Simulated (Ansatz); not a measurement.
Born–Oppenheimer molecular dynamics of CH₅Ga (7 atoms, charge 0, multiplicity 1). It goes on from the last frame of an earlier run, with new velocities.

Theory: Ansatz 0.2.0, RKS B3LYP/def2-SVP.

- ensemble: NVT, Langevin thermostat
- time step: 0.5 fs
- steps asked: 166
- set temperature: 500 K
- friction: 0.02 /fs
- seed: 890817

First frame:

```xyz
7
Properties=species:S:1:pos:R:3
Ga 0.004 0.152 0.028
H 0.263 1.217 1.085
C 1.614 -0.604 -0.832
H 1.342 -1.226 -1.670
H 2.166 0.209 -1.094
H 2.245 -1.180 -0.180
H -1.479 -0.008 -0.422
```

**Question.** How far do the bonds stretch over the last three quarters of this one trajectory? (Pairs bonded in most of those frames.)

**Answer.** 
```tsv
bond	mean (Å)	spread (Å)	shortest	longest
Ga1–H2	1.582	0.043	1.50	1.65
Ga1–C3	1.999	0.067	1.91	2.12
Ga1–H7	1.574	0.026	1.53	1.62
C3–H4	1.106	0.024	1.05	1.17
C3–H5	1.119	0.076	0.97	1.28
C3–H6	1.106	0.021	1.07	1.14
```

Mean temperature of the second half: 371 K. The mean temperature of the second half is 26 % below the set value. A run of 0.083 ps of so small a system gives no equilibrium averages.

Time of the run: 9.4 min on 1 thread of Arm Neoverse N1 (shared host), peak memory 0.13 GiB.
